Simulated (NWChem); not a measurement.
Program: NWChem. System: CH7BO, charge 0, spin multiplicity 1, at a geometry optimised with PBE0/def2-SVP. The structure started from a generated list of species. Level: G0W0@PBE/def2-SVP, RI basis def2-svp-rifit.

Output (cleaned and shortened):

```
             Northwest Computational Chemistry Package (NWChem) 7.3.0
             --------------------------------------------------------

                                NWChem Input Module
                                -------------------

 Scaling coordinates for geometry "geometry" by  1.889725989
 (inverse scale =  0.529177249)

                             Geometry "geometry" -> ""
                             -------------------------

 Output coordinates in angstroms (scale by  1.889725989 to convert to a.u.)

  No.       Tag          Charge          X              Y              Z
 ---- ---------------- ---------- -------------- -------------- --------------
    1 B                    5.0000     0.65359500    -0.22427300    -0.19611900
    2 H                    1.0000     1.30732900    -0.99704600     0.48765000
    3 H                    1.0000     1.33792000     0.52844300    -0.88434200
    4 C                    6.0000    -0.64897300    -0.81782800    -0.89670700
    5 H                    1.0000    -1.27899800    -0.05992900    -1.39755600
    6 H                    1.0000    -1.29165100    -1.39551000    -0.21166800
    7 H                    1.0000    -0.32782100    -1.51302000    -1.69129000
    8 O                    8.0000     0.06078600     0.83375100     1.00919700
    9 H                    1.0000    -0.43440200     1.53712400     0.56676400
   10 H                    1.0000     0.82719300     1.25826400     1.41770100

 Effective nuclear repulsion energy (a.u.)      76.4877233138

            Nuclear Dipole moment (a.u.)
            ----------------------------
        X                 Y               Z
 ---------------- ---------------- ----------------
    -0.0000094486     0.0000018897    -0.0000037795


 Summary of "ao basis" -> "" (spherical)
 ------------------------------------------------------------------------------
       Tag                 Description            Shells   Functions and Types
 ---------------- ------------------------------  ------  ---------------------
 *                          def2-svp                  on all atoms

 new library libraries.bse/

 Summary of "ri basis" -> "" (spherical)
 ------------------------------------------------------------------------------
       Tag                 Description            Shells   Functions and Types
 ---------------- ------------------------------  ------  ---------------------
 *                       def2-svp-rifit               on all atoms

  pbe96 is a nonlocal functional; adding pw91lda local functional.

                                 NWChem DFT Module
                                 -----------------

 Summary of "ao basis" -> "ao basis" (spherical)
 ------------------------------------------------------------------------------
       Tag                 Description            Shells   Functions and Types
 ---------------- ------------------------------  ------  ---------------------
 B                          def2-svp                 6       14   3s2p1d
 H                          def2-svp                 3        5   2s1p
 C                          def2-svp                 6       14   3s2p1d
 O                          def2-svp                 6       14   3s2p1d

 Summary of "ao basis" -> "ao basis" (spherical)
 ------------------------------------------------------------------------------
       Tag                 Description            Shells   Functions and Types
 ---------------- ------------------------------  ------  ---------------------
 B                          def2-svp                 6       14   3s2p1d
 H                          def2-svp                 3        5   2s1p
 C                          def2-svp                 6       14   3s2p1d
 O                          def2-svp                 6       14   3s2p1d

            General Information
            -------------------
          SCF calculation type: DFT
          Wavefunction type:  closed shell.
          No. of atoms     :    10
          No. of electrons :    26
           Alpha electrons :    13
            Beta electrons :    13
          Charge           :     0
          Spin multiplicity:     1
          Use of symmetry is: off; symmetry adaption is: off
[...]
    49      0.342798   7 H  s                30     -0.259913   4 C  pz
    29     -0.252887   4 C  py               59     -0.212423   8 O  pz
     2     -0.173900   1 B  s                50      0.166327   7 H  s
    62     -0.142348   8 O  pz               32     -0.123859   4 C  py
    39     -0.115899   5 H  s                33     -0.115290   4 C  pz

 Vector   12  Occ=2.000000D+00  E=-2.433122D-01
              MO Center=  2.0D-01, -5.1D-01, -4.2D-01, r^2= 2.1D+00
   Bfn.  Coefficient  Atom+Function         Bfn.  Coefficient  Atom+Function
  ----- ------------  ---------------      ----- ------------  ---------------
     4      0.364760   1 B  px               28      0.321826   4 C  px
    15     -0.214452   2 H  s                30      0.184103   4 C  pz
     6      0.153382   1 B  pz                7     -0.140135   1 B  px
    31      0.133412   4 C  px               39     -0.128482   5 H  s
    29      0.122516   4 C  py               20     -0.121491   3 H  s

 Vector   13  Occ=2.000000D+00  E=-2.250697D-01
              MO Center=  7.6D-01, -1.9D-01, -2.9D-01, r^2= 2.4D+00
   Bfn.  Coefficient  Atom+Function         Bfn.  Coefficient  Atom+Function
  ----- ------------  ---------------      ----- ------------  ---------------
    20      0.323492   3 H  s                 5     -0.279656   1 B  py
    15     -0.271275   2 H  s                21      0.233507   3 H  s
     6      0.227621   1 B  pz               16     -0.198206   2 H  s
    44      0.155188   6 H  s                29     -0.130476   4 C  py
    39     -0.125105   5 H  s                45      0.115519   6 H  s

 Vector   14  Occ=0.000000D+00  E=-2.539109D-02
              MO Center=  2.2D-01,  1.4D+00,  8.7D-01, r^2= 3.2D+00
   Bfn.  Coefficient  Atom+Function         Bfn.  Coefficient  Atom+Function
  ----- ------------  ---------------      ----- ------------  ---------------
    56      0.857702   8 O  s                69     -0.782907   9 H  s
    74     -0.761435  10 H  s                 3      0.512350   1 B  s
    61      0.279581   8 O  py               55      0.240360   8 O  s
    58      0.221148   8 O  py               21     -0.219641   3 H  s
    50     -0.170061   7 H  s                68     -0.164904   9 H  s

 Vector   15  Occ=0.000000D+00  E= 4.217022D-02
              MO Center=  4.7D-02,  1.2D+00,  6.3D-01, r^2= 4.3D+00
   Bfn.  Coefficient  Atom+Function         Bfn.  Coefficient  Atom+Function
  ----- ------------  ---------------      ----- ------------  ---------------
    27      1.036711   4 C  s                74      1.031537  10 H  s
    69     -1.023759   9 H  s                40     -0.612060   5 H  s
    60     -0.438853   8 O  px               57     -0.313037   8 O  px
    45     -0.282468   6 H  s                62     -0.258448   8 O  pz
     3     -0.230491   1 B  s                32      0.175812   4 C  py

 Vector   16  Occ=0.000000D+00  E= 8.003669D-02
              MO Center= -2.3D-01, -4.5D-01, -5.2D-01, r^2= 5.9D+00
   Bfn.  Coefficient  Atom+Function         Bfn.  Coefficient  Atom+Function
  ----- ------------  ---------------      ----- ------------  ---------------
    27      2.247925   4 C  s                40     -0.892569   5 H  s
    45     -0.895169   6 H  s                74     -0.688583  10 H  s
    50     -0.677706   7 H  s                 9      0.543036   1 B  pz
     8      0.475275   1 B  py               69      0.398160   9 H  s
     3     -0.367522   1 B  s                62      0.250581   8 O  pz

 center of mass
 --------------
 x =   0.02137097 y =   0.01665958 z =   0.06138884

 moments of inertia (a.u.)
 ------------------
         227.893040725352         -27.603875352922         -34.124940985050
         -27.603875352922         186.562528937899         -97.867108245227
         -34.124940985050         -97.867108245227         167.424034430860

     Multipole analysis of the density
     ---------------------------------

     L   x y z        total         alpha         beta         nuclear
     -   - - -        -----         -----         ----         -------
     0   0 0 0      0.000000    -13.000000    -13.000000     26.000000

     1   1 0 0     -0.318945     -0.159468     -0.159468     -0.000009
     1   0 1 0      1.425564      0.712781      0.712781      0.000002
     1   0 0 1      0.814416      0.407210      0.407210     -0.000004

     2   2 0 0    -17.314818    -30.934145    -30.934145     44.553472
     2   1 1 0      0.394704     -8.746056     -8.746056     17.886817
     2   1 0 1      1.437639    -10.597244    -10.597244     22.632128
     2   0 2 0    -12.619318    -40.744136    -40.744136     68.868954
     2   0 1 1      2.751650    -27.176575    -27.176575     57.104800
     2   0 0 2    -15.456519    -45.892280    -45.892280     76.328041

 Task  times  cpu:       10.3s     wall:       10.3s

                                NWChem Input Module
                                -------------------

                                 NWChem GW Module
                                 ----------------

                             ***********************
                             ***        GW       ***
                             ***********************

 Summary of "ri basis" -> "ri basis" (spherical)
 ------------------------------------------------------------------------------
       Tag                 Description            Shells   Functions and Types
 ---------------- ------------------------------  ------  ---------------------
 B                       def2-svp-rifit             16       48   6s5p4d1f
 H                       def2-svp-rifit              6       14   3s2p1d
 C                       def2-svp-rifit             16       48   6s5p4d1f
 O                       def2-svp-rifit             16       48   6s5p4d1f

                 Memory Information
                 ------------------
          Available GA per process is          1700.0 MBs
          Available stack per process is        700.0 MBs
          Available heap per process is           0.0 MBs

          Peak memory in Initialization
              Peak GA per process is                  2.6 MBs
              Peak stack per process is               0.1 MBs
              Peak heap per process is                2.8 MBs
              Memory not in MA per process            0.0 MBs

          Peak memory in AFF Calculation
              Peak GA per process is                  8.9 MBs
              Peak stack per process is               5.3 MBs
              Peak heap per process is                0.0 MBs
              Memory not in MA per process            5.3 MBs

          Computing 2-center integrals
          Computing Inverse Cholesky factor
          Computing 3-center integrals
          Computing V_xc ...

          Computing Sigma_x
          Computing RPA polarizability
          Solving quasiparticle equations

                  Alpha Orbitals
          State     Energy (eV)     Error (eV)
          -----------------------------------
@GW        10        -12.510           0.002
@GW        11        -11.771           0.002
@GW        12         -9.951           0.002
@GW        13         -9.832           0.002
@GW        14          2.592           0.002
@GW        15          4.441           0.002

   Applying  -3.7075 eV scissor-shift to rest of particle states

   Applying   3.2831 eV scissor-shift to rest of hole states

     GW Timing Statistics
   ------------------------
   Init.   :          0.1s
     ERIs  :          0.7s
     Distr.:          0.0s
     Vxc   :          1.0s
   Sigma_x :          0.0s
   RPA     :          0.3s
   Wmn     :          0.0s
   Sigma_c :          0.0s
   GW total:          2.1s

 Task  times  cpu:        2.1s     wall:        2.1s

 Total times  cpu:       12.5s     wall:       12.5s
```

**Question.** Write an NWChem input that would produce this output.

**Answer.** This is not unique; one that fits is 
```
start mol
memory heap 200 mb stack 700 mb global 1700 mb
geometry units angstroms nocenter noautoz noautosym
  B      0.653595    -0.224273    -0.196119
  H      1.307329    -0.997046     0.487650
  H      1.337920     0.528443    -0.884342
  C     -0.648973    -0.817828    -0.896707
  H     -1.278998    -0.059929    -1.397556
  H     -1.291651    -1.395510    -0.211668
  H     -0.327821    -1.513020    -1.691290
  O      0.060786     0.833751     1.009197
  H     -0.434402     1.537124     0.566764
  H      0.827193     1.258264     1.417701
end
basis spherical
  * library def2-svp
end
basis "ri basis" bse spherical
  * library def2-svp-rifit
end
dft
  xc xpbe96 cpbe96
  iterations 100
  direct
  tolerances tight
end
task dft energy
gw
  states alpha occ 4 vir 2
end
task dft gw
```
